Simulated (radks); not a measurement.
Question: These are the eigenvalues of the occupied orbitals of an atom or ion with whole-number occupations (hartree). Method: Dirac Kohn-Sham, relativistic LDA (MacDonald-Vosko exchange, VWN5 correlation), spin-unpolarised, spherical densities, finite nucleus; Fermi nuclear charge, rms radius of each element as measured or else 0.836 A^(1/3) + 0.57 fm; computed with a radial shooting solver on a logarithmic mesh with Libxc functionals.

1s1/2: -2162.318
2s1/2: -366.1218
2p1/2: -349.4343
2p3/2: -313.8467
3s1/2: -83.27672
3p1/2: -75.85521
3p3/2: -68.33581
3d3/2: -55.55828
3d5/2: -53.90582
4s1/2: -17.37177
4p1/2: -14.37523
4p3/2: -12.66580
4d3/2: -7.70363
4d5/2: -7.39034
5s1/2: -3.07614
5p1/2: -2.23617
5p3/2: -2.00597
4f5/2: -1.35456
4f7/2: -1.30763

Which element is it, and in what charge state? The configuration may be excited. Open shells, if any, fill j = l - 1/2 first.

Answer: Z = 69, thulium, charge +3: Tm3+ in [Xe] 4f12. The list shows which subshells hold electrons but not how many an open one holds; the 1s level, -2162.3 hartree, gives Z - s = 65.8 by -(Z - s)^2/2, which with screening and relativity narrows Z to a few neighbours, and the depths of the outer levels then fix element, charge and occupations together.
